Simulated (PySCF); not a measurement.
C2H6N2OSi, SMILES N[Si@@H]1COC=N1.

The structure is a stationary point at B3LYP-D3(BJ)/def2-SVP. The structure was generated by enumeration; whether it is a known compound was not checked. The values are those of a single conformer.

Two levels are set side by side: TDA-PBE/def2-SVPD (PySCF) and TDA-LC-ωPBE/def2-SVPD (PySCF). Vertical, same geometry. The lowest singlet is HOMO→LUMO 98 % with PBE and HOMO→LUMO 34 %, HOMO→LUMO+1 27 %, HOMO→LUMO+2 6 %, HOMO−1→LUMO 5 % with the other functional; states are paired by order. Differences are taken from unrounded values.

```json
[
 {"quantity": "lowest singlet excitation (eV)", "TDA-LC-ωPBE": "5.66"},
 {"quantity": "lowest triplet excitation (TDA) (eV)", "TDA-LC-ωPBE": "4.99"},
 {"quantity": "first bright state (f over 0.05) (eV)", "TDA-LC-ωPBE": "7.16"},
 {"quantity": "its oscillator strength", "TDA-LC-ωPBE": "0.12"}
]
```

Q: What does TDA-PBE give, and how far is it from TDA-LC-ωPBE? (An estimate is asked for; the answer gives what the named calculation found.)

A: 
```csv
quantity,TDA-PBE,TDA-PBE minus TDA-LC-ωPBE
lowest singlet excitation (eV),5.02,-0.64
lowest triplet excitation (TDA) (eV),4.67,-0.32
first bright state (f over 0.05) (eV),6.17,-0.99
its oscillator strength,0.06,-0.06
```

Functionals without exact exchange tend to place singlet excitations lower, as here. Differences between two approximate levels are no errors against the true value.

Rough cost on one machine, each run with all the roots and properties that it gave: TDA-LC-ωPBE against TDA-PBE about 4 times.
